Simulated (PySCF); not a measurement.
C₂H₈FInN₂ (SMILES C[NH][In]([F])[NH]C), singlet, geometry from GFN2-xTB (such geometries of metal compounds can be far from the true shape) (core potentials on In); DF-PBE/def2-TZVPPD in PySCF.

Input for PySCF:
```python
from pyscf import gto, scf, dft

mol = gto.Mole()
mol.atom = '''
    In   -0.00751175    0.05999356    0.15735387
    F     0.39652643    1.90132562    0.83361533
    N    -1.38722019    0.15470581   -1.48781751
    C    -1.56588100    1.51626423   -1.95527953
    H    -2.28108450   -0.18378529   -1.13248281
    H    -1.94916544    2.20684376   -1.19314860
    H    -2.27185085    1.50378591   -2.79101094
    H    -0.60585308    1.89470785   -2.31086296
    N     1.48280744   -1.29128632    0.83487904
    C     1.23377671   -2.71634330    0.75734414
    H     1.65229199   -1.02372680    1.80271605
    H     0.48118852   -3.08772195    1.46479303
    H     2.17502724   -3.23665236    0.96241432
    H     0.92229866   -2.96852793   -0.25711423
'''
mol.basis = 'def2-tzvppd'
mol.ecp = {'In': 'def2-tzvppd'}
mol.verbose = 4
mol.max_memory = 1800
mol.build()

mf = dft.RKS(mol)
mf.xc = 'pbe'
mf = mf.density_fit(auxbasis='def2-universal-jkfit')
mf.kernel()
```

The log (banner, timings and long lists left out):

```
PySCF version 2.14.0

[INPUT] verbose = 4
[INPUT] num. atoms = 14
[INPUT] num. electrons = 64
[INPUT] charge = 0
[INPUT] spin (= nelec alpha-beta = 2S) = 0
[INPUT] symmetry False subgroup None
[INPUT] Mole.unit = angstrom
[INPUT] Symbol           X                Y                Z      unit          X                Y                Z       unit  Magmom
[INPUT]  1 In    -0.007511750000   0.059993560000   0.157353870000 AA   -0.014195150216   0.113371397638   0.297355718940 Bohr   0.0
[INPUT]  2 F      0.396526430000   1.901325620000   0.833615330000 AA    0.749326353852   3.592984695419   1.575304666939 Bohr   0.0
[INPUT]  3 N     -1.387220190000   0.154705810000  -1.487817510000 AA   -2.621466233567   0.292351610779  -2.811567617232 Bohr   0.0
[INPUT]  4 C     -1.565881000000   1.516264230000  -1.955279530000 AA   -2.959086233660   2.865324127175  -3.694942808668 Bohr   0.0
[INPUT]  5 H     -2.281084500000  -0.183785290000  -1.132482810000 AA   -4.310624971990  -0.347303863824  -2.140082351678 Bohr   0.0
[INPUT]  6 H     -1.949165440000   2.206843760000  -1.193148600000 AA   -3.683388853067   4.170330306105  -2.254724079908 Bohr   0.0
[INPUT]  7 H     -2.271850850000   1.503785910000  -2.791010940000 AA   -4.293175902360   2.841743519880  -5.274246287265 Bohr   0.0
[INPUT]  8 H     -0.605853080000   1.894707850000  -2.310862960000 AA   -1.144896392924   3.580478922564  -4.366898105802 Bohr   0.0
[INPUT]  9 N      1.482807440000  -1.291286320000   0.834879040000 AA    2.802099957067  -2.440177493197   1.577692732740 Bohr   0.0
[INPUT] 10 C      1.233776710000  -2.716343300000   0.757344140000 AA    2.331500080767  -5.133144897297   1.431173006644 Bohr   0.0
[INPUT] 11 H      1.652291990000  -1.023726800000   1.802716050000 AA    3.122379338913  -1.934563278377   3.406639614858 Bohr   0.0
[INPUT] 12 H      0.481188520000  -3.087721950000   1.464793030000 AA    0.909314517085  -5.834948834308   2.768057655872 Bohr   0.0
[INPUT] 13 H      2.175027240000  -3.236652360000   0.962414320000 AA    4.110205797069  -6.116386520827   1.818699483160 Bohr   0.0
[INPUT] 14 H      0.922298660000  -2.968527930000  -0.257114230000 AA    1.742891872453  -5.609704780822  -0.485875477428 Bohr   0.0

nuclear repulsion = 341.069546782359
number of shells = 140
number of NR pGTOs = 512
number of NR cGTOs = 380
basis = def2-tzvppd
ecp = {'In': 'def2-tzvppd'}

******** <class 'pyscf.df.df_jk.DFRKS'> ********
method = DFRKS
initial guess = minao
damping factor = 0
level_shift factor = 0
DIIS = <class 'pyscf.scf.diis.CDIIS'>
diis_start_cycle = 1
diis_space = 8
diis_damp = 0
SCF conv_tol = 1e-09
SCF conv_tol_grad = None
SCF max_cycles = 50
direct_scf = False
XC library pyscf.dft.libxc version 7.1.2
    S. Lehtola, C. Steigemann, M. J. T. Oliveira, and M. A. L. Marques,  SoftwareX 7, 1–5 (2018)
XC functionals = pbe
    J. P. Perdew, K. Burke, and M. Ernzerhof,  Phys. Rev. Lett. 77, 3865 (1996)
    J. P. Perdew, K. Burke, and M. Ernzerhof,  Phys. Rev. Lett. 78, 1396 (1997)
    J. P. Perdew, K. Burke, and M. Ernzerhof,  Phys. Rev. Lett. 77, 3865 (1996)
    J. P. Perdew, K. Burke, and M. Ernzerhof,  Phys. Rev. Lett. 78, 1396 (1997)
radial grids:
    Treutler-Ahlrichs [JCP 102, 346 (1995); DOI:10.1063/1.469408] (M4) radial grids

becke partition: Becke, JCP 88, 2547 (1988); DOI:10.1063/1.454033
pruning grids: <function nwchem_prune>
grids dens level: 3
symmetrized grids: False
atomic radii adjust function: <function treutler_atomic_radii_adjust>
small_rho_cutoff = 0
Set gradient conv threshold to 3.16228e-05
Initial guess from minao.
tot grids = 170640
init E= -447.629772754649
  HOMO = -0.522890773837155  LUMO = -0.486019086031412  gap/eV = 1.00333
cycle= 1 E= -478.887744181449  delta_E= -31.3  |g|= 2.58  |ddm|= 47.2
  HOMO = 0.050613335768192  LUMO = 0.0608312823284566  gap/eV = 0.27804
cycle= 2 E= -424.811305236832  delta_E= 54.1  |g|= 9.44  |ddm|=  282
  HOMO = -0.280513129356677  LUMO = -0.235013078146046  gap/eV = 1.23812
cycle= 3 E= -479.858616702609  delta_E=  -55  |g|= 1.29  |ddm|=  282
  HOMO = -0.161237135607291  LUMO = -0.155018247773953  gap/eV = 0.16922
cycle= 4 E= -477.992842294054  delta_E= 1.87  |g|= 3.34  |ddm|= 2.88
  HOMO = -0.198923589965297  LUMO = -0.10592013536009  gap/eV = 2.53075
cycle= 5 E= -480.227072848506  delta_E= -2.23  |g|= 0.58  |ddm|= 3.01
  HOMO = -0.172931274498861  LUMO = -0.0989736645973913  gap/eV = 2.01249
cycle= 6 E= -480.182611334898  delta_E= 0.0445  |g|= 0.739  |ddm|= 1.47
  HOMO = -0.190808661700483  LUMO = -0.109973366938451  gap/eV = 2.19964
cycle= 7 E= -480.275208676109  delta_E= -0.0926  |g|= 0.399  |ddm|=  1.1
  HOMO = -0.210454441086055  LUMO = -0.111646956988132  gap/eV = 2.68869
cycle= 8 E= -480.310679995942  delta_E= -0.0355  |g|= 0.11  |ddm|= 0.494
  HOMO = -0.200537291286534  LUMO = -0.107024680450394  gap/eV = 2.54461
cycle= 9 E= -480.312834697993  delta_E= -0.00215  |g|= 0.0583  |ddm|= 0.178
  HOMO = -0.202997010057425  LUMO = -0.107523856929486  gap/eV = 2.59796
cycle= 10 E= -480.313501186905  delta_E= -0.000666  |g|= 0.0148  |ddm|= 0.0778
  HOMO = -0.203003833471204  LUMO = -0.107910135610538  gap/eV = 2.58763
cycle= 11 E= -480.313549805461  delta_E= -4.86e-05  |g|= 0.00321  |ddm|= 0.0198
  HOMO = -0.203332717397995  LUMO = -0.108241341783799  gap/eV = 2.58757
cycle= 12 E= -480.313551213254  delta_E= -1.41e-06  |g|= 0.00173  |ddm|= 0.00529
  HOMO = -0.20324197587645  LUMO = -0.108082145221974  gap/eV = 2.58943
cycle= 13 E= -480.31355196618  delta_E= -7.53e-07  |g|= 0.000212  |ddm|= 0.00366
  HOMO = -0.203237778012002  LUMO = -0.108081440044131  gap/eV = 2.58934
cycle= 14 E= -480.31355197523  delta_E= -9.05e-09  |g|= 0.000111  |ddm|= 0.000416
  HOMO = -0.203241703104734  LUMO = -0.108083123833072  gap/eV = 2.58940
cycle= 15 E= -480.313551978291  delta_E= -3.06e-09  |g|= 3.66e-05  |ddm|= 0.000139
  HOMO = -0.203240706669939  LUMO = -0.108083610471006  gap/eV = 2.58936
cycle= 16 E= -480.313551978477  delta_E= -1.86e-10  |g|= 2.42e-05  |ddm|= 6.22e-05
  HOMO = -0.203242492747089  LUMO = -0.108083451952592  gap/eV = 2.58941
Extra cycle  E= -480.313551977491  delta_E= 9.86e-10  |g|= 6.64e-05  |ddm|= 0.000102
converged SCF energy = -480.313551977491
```
